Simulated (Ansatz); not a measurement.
C2H9BClNOSi (SMILES CN(C)B(Cl)O[SiH3]), singlet, geometry from GFN2-xTB; SC-NEVPT2/STO-3G, CASSCF(6,6) run with Ansatz (a program for electronic structure).

Here is a job for Ansatz.
Ansatz 0.2 input:
```yaml
crystal:
  periodic: [false, false, false]
  atoms:
    - {symbol: B, position_ang: [0.01375144, 0.23165397, 0.10176184]}
    - {symbol: Cl, position_ang: [0.57588015, 1.74775661, -0.59707731]}
    - {symbol: N, position_ang: [-0.43528066, 0.21710103, 1.42308094]}
    - {symbol: C, position_ang: [-0.48578590, 1.36081743, 2.30863489]}
    - {symbol: C, position_ang: [-0.91317264, -0.99709540, 2.05343031]}
    - {symbol: H, position_ang: [-1.51473670, 1.53875222, 2.63359864]}
    - {symbol: H, position_ang: [0.13182865, 1.17833616, 3.19251771]}
    - {symbol: H, position_ang: [-0.11766278, 2.24359620, 1.79331056]}
    - {symbol: H, position_ang: [-0.30498934, -1.23021862, 2.93181338]}
    - {symbol: H, position_ang: [-1.95201553, -0.87271886, 2.37153723]}
    - {symbol: H, position_ang: [-0.85118387, -1.81940730, 1.34626483]}
    - {symbol: O, position_ang: [0.02970559, -0.86707644, -0.65010458]}
    - {symbol: Si, position_ang: [0.33810240, -1.64697209, -2.03206425]}
    - {symbol: H, position_ang: [-0.93732564, -2.29042921, -2.34509008]}
    - {symbol: H, position_ang: [1.39499970, -2.59330279, -1.67624117]}
    - {symbol: H, position_ang: [0.76200303, -0.73255855, -3.09042742]}
basis:
  gaussian:
    orbitals: STO-3G
magnetization: {spin_polarized: false}
correlation: {method: sc_nevpt2, electrons: all, active_space: {window: {electrons: 6, orbitals: 6}}}
```

Question: Write the output that Ansatz gives for this input, abridged.

Answer: 
```
Functional definition: HF
675 factors; integrals over basis functions are off by at most 3.5e-5 eV
mean field evaluation 1: about -26457.1363 eV, gradient 2.6e1 eV
mean field evaluation 2: about -26457.4391 eV, gradient 2.6e1 eV
mean field evaluation 4: about -26459.8177 eV, gradient 1.8e0 eV
mean field evaluation 8: about -26459.8298 eV, gradient 3.1e-2 eV
mean field -26459.82976363 eV, -972.3808086967 hartree, gradient 1.1e-6 eV, S^2 0.000000; 0 other end points of the search recorded, 0 dependent functions left out
reference -26459.82976363 eV, -972.3808086967 hartree; 36, 36 occupied and 16, 16 virtual orbitals, 675 factors
state -26461.17286554 eV, -972.4301667815 hartree
state -26461.17286554 eV, -972.4301667815 hartree; corrected -26467.49774904 eV, -972.6626019630 hartree
state -26460.89172114 eV, -972.4198349153 hartree
state -26460.89172114 eV, -972.4198349153 hartree; corrected -26467.46762424 eV, -972.6614948968 hartree
state -26461.17286554 eV, -972.4301667815 hartree; corrected -26467.49774904 eV, -972.6626019630 hartree
2 active orbitals were swapped for others, from the solution at -26460.89170529 eV, -972.4198343328 hartree to that at -26461.17283705 eV, -972.4301657346 hartree; typed "places" are swapped only where nearly empty or full, and so, without "given_window_search", are "orbital_numbers", "shells" and a window whose orbitals a file names under [Active]
Total energy: -26467.49774904 eV, -972.6626019630 hartree
```
